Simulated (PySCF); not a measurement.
# NMR data sheet: C7H11NSi

| Property | Result |
| --- | --- |
| Formula | C7H11NSi |
| SMILES | C=CCc1ccn([SiH3])c1 |
| Point group of the computed structure | C1 |
| Degrees of unsaturation | 4 |
| Carbon signals | 7 |
| Proton signals | 8 |

Atoms are numbered as in `[CH2:1]=[CH:2][CH2:3][c:4]1[cH:5][cH:6][n:7]([SiH3:8])[cH:9]1`. Each H is labelled by its parent atom. Ha(C1) is cis to C3; Hb(C1) is trans to C3.

Fast rotation and ring inversion assumed for equivalent nuclei, no solvent model, one conformer, non-relativistic Hamiltonian. Coordinates at the PBE0-D3(BJ)/def2-SVP level; shieldings: GIAO PBE0/pcSseg-1; PySCF 2.14.

Referencing at the same level of theory: TMS for 1H, 13C, 29Si; NH3 for 15N.

| carbon | δC, type | δH (multiplicity) | HMBC from (2–3 bonds) | span of the C tensor (ppm) |
| --- | --- | --- | --- | --- |
| C1 | 121.2, CH2 | Ha(C1) 5.46 (m); Hb(C1) 5.26 (m) | H(C2), H(C3) | 201 |
| C2 | 149.3, CH | 5.99 (m) | Ha(C1), Hb(C1), H(C3) | 242 |
| C3 | 36.4, CH2 | 3.20 (d) | H(C9), H(C5), H(C2), Ha(C1), Hb(C1) | 31 |
| C4 | 132.3, C | – | H(C6), H(C9), H(C5), H(C2), H(C3) | 169 |
| C5 | 120.1, CH | 6.48 (m) | H(C6), H(C9), H(C3) | 176 |
| C6 | 130.0, CH | 6.65 (m) | H(C9), H(C5), H(Si8) | 154 |
| C9 | 125.8, CH | 6.51 (m) | H(C6), H(C5), H(Si8), H(C3) | 139 |

Other nuclei:
| atoms | nucleus | environment | δ (ppm) | σ (ppm) |
| --- | --- | --- | --- | --- |
| H(Si8) | 1H | hydrogen on a silicon bonded to N | 4.97 | 26.30 |
| Si8 | 29Si | silicon bonded to N, 3 H | -46.8 | 398.8 |
| N7 | 15N | pyrrole-type ring nitrogen | 161.6 | 104.1 |

Carbon types of the structure: 1 × C, 4 × CH, 2 × CH2, leaving 3 H on heteroatoms. δC 149.3: alkene CH; as expected for a trigonal carbon in a double bond. δC 132.3: substituted aromatic carbon. δC 130.0, 125.8: aromatic CH next to a ring nitrogen. δC 121.2: terminal =CH2 carbon; as expected for a trigonal carbon in a double bond. δC 120.1: aromatic CH.

Shifts are as computed. Against solution values, carbons near 30 ppm lie about +2 ppm off and those near 130 ppm about +5 ppm. Of 1309 compounds with measured shifts, 239 miss one by over three times the rms of a fit or turn the order of signals round; such compounds aren't used in these exercises. Experimental scales use liquid or dissolved standards, which lie at an offset from isolated NH3 (liquid NH3: subtract about 20 ppm). Unscaled 15N shifts of sp2 nitrogen come out 20 to 40 ppm too high even then. No couplings were computed; multiplicities are counted from neighbouring protons, with m where these are inequivalent, close in shift, in a saturated or five-membered ring or joined by F or P, and br s for small geminal =CH2 splittings.
